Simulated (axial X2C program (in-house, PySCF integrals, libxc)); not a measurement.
Low determinants of NaSb⁺ at the PBE0 level, scalar-relativistic

All values were computed with an in-house all-electron X2C program for linear molecules (integrals from PySCF). Spin-free means the one-electron spin-free X2C Hamiltonian. Basis: Sb dyall-cv3z [11s12p8d4f1g], Na dyall-cv3z [9s8p5d2f] (cores contracted in-house); Gaussian nuclei, density fitting, unrestricted open shells. Masses: Sb 120.904 u, Na 22.990 u.

Search at 3.291 Å (vertical energies from the lowest determinant):

```tsv
ΔE (eV)	state	electrons beyond evenly filled partner blocks	electrons in σ, π, δ, φ
0.00	M_S = 3/2, Λ = 0	σα, π+α, π-α	27 26 8 0
0.58	M_S = 1/2, Λ = 0	σβ, π+α, π-α	27 26 8 0
0.94	M_S = 1/2, Λ = 1	π+α	28 25 8 0
1.16	M_S = 1/2, Λ = 2	σα, π+α, π+β	27 26 8 0
1.16	M_S = 1/2, Λ = 0	σα, π+β, π-α	27 26 8 0
2.27	M_S = 1/2, Λ = 1	π+α, π+β, π-α	26 27 8 0
4.64	M_S = 3/2, Λ = 1	2 × σα, π+α	28 25 8 0
```

Lowest determinant, M_S = 3/2, Λ = 0 (beyond evenly filled blocks: σα, π+α, π-α): Re = 3.282 Å, ωe = 110.2 cm⁻¹.

The determinant in row 2 of the search, M_S = 1/2, Λ = 0 (beyond evenly filled blocks: σβ, π+α, π-α), was followed along the bond at PBE0; measured from the minimum of the lowest determinant it gives:

Te = 0.578 eV (4665 cm⁻¹), Re = 3.339 Å, ωe = 107.4 cm⁻¹.

Q: Compare the bond of the determinant in row 2 with that of the lowest one.

A: At PBE0 its Re is 0.057 Å longer and its force constant, which goes as ωe², is 0.95 times that of the lowest determinant. This determinant mixes spin states, so it has no term energy of its own.

The search compares states at one distance, so a state with another bond length can lie lower; it is not exhaustive and yields mostly the lowest determinant of each block pattern, so other components and higher states of one pattern are missing. A followed state lies above the atoms to which the lowest one dissociates. These are energies of single determinants, not of spin-adapted states; PBE0 term energies can be off by some tenths of an eV, and the functional has no current term. The lowest determinant need not be the ground state where others lie within half an eV. Row 2 is spin-contaminated (⟨S²⟩ = 1.76 against 0.75), so its values are not those of a pure state.
